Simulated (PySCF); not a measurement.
`CCO[C@H](F)CO`, C₄H₉FO₂

Geometry (Å), atoms numbered from 1 in this order:
```xyz
16

C     2.2777    0.7790   -0.5475
C     1.2171   -0.3037   -0.6283
O     0.0571    0.1530    0.0624
C    -0.9405   -0.7745    0.2006
F    -1.4388   -1.1244   -1.0462
C    -2.0569   -0.1570    1.0497
O    -2.4256    1.1085    0.5919
H     2.5310    0.9774    0.4903
H     1.9079    1.6966   -0.9961
H     3.1686    0.4559   -1.0779
H     0.9586   -0.5180   -1.6724
H     1.5712   -1.2326   -0.1588
H    -0.5808   -1.7259    0.6358
H    -2.9439   -0.7920    1.0036
H    -1.6936   -0.1136    2.0877
H    -1.6168    1.5803    0.3529
```

Theory: GIAO PBE0/pcSseg-1 magnetisability, rotational g tensor and spin-rotation constants, non-relativistic, gas phase in PySCF. Geometry: GFN2-xTB.

(1) Give the nuclear spin-rotation constants along the inertial axes (H = +C I·J) beside the isotropic shieldings.

(2) How do the rotational constants and the g tensor change when H8, H9, H10, H11, H12, H13, H14, H15, H16 are replaced by deuterium?

Answers

(1) Rotational constants 4.4733, 1.5450, 1.2964 GHz. A star marks the isotopologue with that one atom substituted, in its own axes.
```
atom  isotope  Caa (kHz)  Cbb (kHz)  Ccc (kHz)  mean (kHz)  σ (ppm)
  F5      19F      3.819      1.266      0.941       2.009    332.4
  H8       1H     -0.486     -0.071     -0.053      -0.203     30.2
  H9       1H     -0.473     -0.120     -0.015      -0.203     30.2
 H10       1H     -0.002     -0.136     -0.151      -0.096     30.6
 H11       1H     -0.457     -0.048     -0.012      -0.172     27.3
 H12       1H     -0.421     -0.120      0.016      -0.175     28.1
 H13       1H     -0.352     -0.099      0.017      -0.144     26.3
 H14       1H      0.105     -0.086     -0.151      -0.044     27.6
 H15       1H     -0.400     -0.078     -0.010      -0.163     27.7
 H16       1H     -0.167     -0.144     -0.126      -0.146     30.1
  C1     13C*      0.590      0.204      0.198       0.330    169.7
  C2     13C*      0.800      0.348      0.321       0.490    117.9
  O3     17O*     -0.698     -0.172     -0.157      -0.342    239.1
  C4     13C*      1.279      0.450      0.368       0.699     71.5
  C6     13C*      1.081      0.319      0.268       0.556    117.3
  O7     17O*     -0.074     -0.120     -0.086      -0.093    331.1
```
For the geometry as given, no vibrational averaging.

(2) Constants 3.8422, 1.3163, 1.1275 GHz; g -0.0220, -0.0050, -0.0055, against -0.0251, -0.0056, -0.0063 before.
